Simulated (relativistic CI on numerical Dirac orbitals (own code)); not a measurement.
F+: calculation against measurement

Method of calculation: Dirac-Coulomb-Breit CI, separate exchange-only KLI orbitals for each configuration, model QED (radiative potential, 1s self-energy scaled to tabulated hydrogen-like ionisation energies), valence Slater integrals scaled by 0.85, configuration energies shifted to the measured levels that pair with them (semi-empirical) (own radial code, finite nucleus).

Configuration list (outside the closed core 1s2): 2s²2p⁴, 2s2p⁵, 2s²2p³3s, 2s²2p³3p, 2p⁶, 2s²2p³3d, 2s²2p³4s, 2s²2p³4p, 2s²2p³4d, 2s²2p³4f, 2s²2p²3s², 2s²2p²3s3p, 2s²2p²3p², 2s²2p²3s3d. Levels of other configurations are missing.

| Configuration | Term (tabulated) | J | Measured (cm⁻¹) | Computed | Error | Purity (%) |
| --- | --- | --- | --- | --- | --- | --- |
| 2s²2p⁴ | 3P | 2 | 0.0 | 0 | 0 | 100 |
| 2s²2p⁴ | 3P | 1 | 341.1 | 335 | -6 | 100 |
| 2s²2p⁴ | 3P | 0 | 489.7 | 481 | -9 | 100 |
| 2s²2p⁴ | 1D | 2 | 20873.4 | 19562 | -1312 | 100 |
| 2s²2p⁴ | 1S | 0 | 44918.1 | 38274 | -6644 | 97 |
| 2s2p⁵ | 3P° | 2 | 164797.9 | 164804 | 6 | 99 |
| 2s2p⁵ | 3P° | 1 | 165106.7 | 165107 | 0 | 99 |
| 2s2p⁵ | 3P° | 0 | 165279.2 | 165273 | -6 | 99 |
| 2s²2p³3s | 5S° | 2 | 176493.9 | 176845 | 351 | 100 |
| 2s²2p³3s | 3S° | 1 | 182864.4 | 182513 | -351 | 100 |
| 2s²2p³3p | 5P | 1 | 202449.4 | 202728 | 279 | 100 |
| 2s²2p³3p | 5P | 2 | 202460.7 | 202740 | 279 | 100 |
| 2s²2p³3p | 5P | 3 | 202480.3 | 202759 | 279 | 100 |
| 2s²2p³3p | 3P | 1 | 207699.1 | 207419 | -280 | 99 |
| 2s²2p³3p | 3P | 0 | 207702.0 | 207421 | -281 | 99 |
| 2s²2p³3p | 3P | 2 | 207703.8 | 207425 | -279 | 99 |
| 2s²2p³3s | 3D° | 3 | 211866.1 | 209889 | -1977 | 100 |
| 2s²2p³3s | 3D° | 2 | 211887.2 | 209912 | -1975 | 100 |
| 2s²2p³3s | 3D° | 1 | 211900.3 | 209927 | -1973 | 100 |
| 2s²2p³3s | 1D° | 2 | 215069.6 | 212735 | -2335 | 100 |
| 2s²2p³3s | 3P° | 2 | 229550.1 | 230955 | 1405 | 99 |
| 2s²2p³3s | 3P° | 1 | 229551.8 | 230950 | 1399 | 99 |
| 2s²2p³3s | 3P° | 0 | 229554.5 | 230949 | 1395 | 99 |

Measured levels from NIST Handbook of Basic Atomic Spectroscopic Data (Sansonetti and Martin, J. Phys. Chem. Ref. Data 34, 1559 (2005)); pairs were made by configuration, J and term (by order where the table uses no LS term), so strongly mixed levels may be paired wrongly.

Mean error by configuration (cm⁻¹): 2s²2p⁴ -1993; 2s2p⁵ 0; 2s²2p³3s -451; 2s²2p³3p -1. Over the excited levels the mean absolute error is 1037 cm⁻¹ (22 of the 23 excited levels that our extract of the source holds in range could be paired, and the others can miss by more), and the median relative error of those above 1,000 cm⁻¹ is 0.2 %, both after the shifts were fitted to these levels, so that a configuration with one level shows no error.

Transition probabilities of persistent lines. The last column rescales the computed rate by the cube of measured over computed energy:

```csv
λ measured (Å),Lower,Upper,A tabulated (s⁻¹),A computed,A rescaled
605.67 vacuum,2s²2p⁴ ³P2,2s2p⁵ ³P°1,4.30e+09,2.14e+09,2.14e+09
606.29 vacuum,2s²2p⁴ ³P1,2s2p⁵ ³P°0,1.00e+10,5.11e+09,5.11e+09
606.80 vacuum,2s²2p⁴ ³P2,2s2p⁵ ³P°2,7.80e+09,3.82e+09,3.82e+09
606.92 vacuum,2s²2p⁴ ³P1,2s2p⁵ ³P°1,2.60e+09,1.27e+09,1.27e+09
607.47 vacuum,2s²2p⁴ ³P0,2s2p⁵ ³P°1,3.30e+09,1.69e+09,1.69e+09
608.06 vacuum,2s²2p⁴ ³P1,2s2p⁵ ³P°2,2.50e+09,1.27e+09,1.26e+09
3847.09 air,2s²2p³3s ⁵S°2,2s²2p³3p ⁵P3,1.30e+08,1.42e+08,1.43e+08
3849.99 air,2s²2p³3s ⁵S°2,2s²2p³3p ⁵P2,1.30e+08,1.41e+08,1.43e+08
3851.67 air,2s²2p³3s ⁵S°2,2s²2p³3p ⁵P1,1.30e+08,1.41e+08,1.42e+08
4024.73 air,2s²2p³3s ³S°1,2s²2p³3p ³P2,1.20e+08,1.32e+08,1.31e+08
4025.01 air,2s²2p³3s ³S°1,2s²2p³3p ³P0,1.20e+08,1.32e+08,1.31e+08
4025.49 air,2s²2p³3s ³S°1,2s²2p³3p ³P1,1.20e+08,1.32e+08,1.31e+08
```

Configurations whose levels could be paired with our table of measured levels were shifted onto them, all but the ground configuration, by the median error of their levels; single terms can still be off by 1,000 to 2,000 cm⁻¹ or more, and rates follow the energies as ν³ (E1, M1) or ν⁵ (E2). The others borrow a shift and can be off by several thousand cm⁻¹ or more. The fine structure of a lone outer electron comes out too small, for d and f at times inverted, and misplaced configurations move strength between like terms. 22 of the 23 excited levels that our extract of the measured tables holds in this range could be paired (the sources list more); they are missed by 1037 cm⁻¹ on average and 6644 at most, after the shifts were fitted to these levels, and levels without a partner can miss by more.

Shifts applied (cm⁻¹): 2s²2p⁴ 0; 2s2p⁵ -12753; 2s²2p³3s 862; 2s²2p³3p 1055.
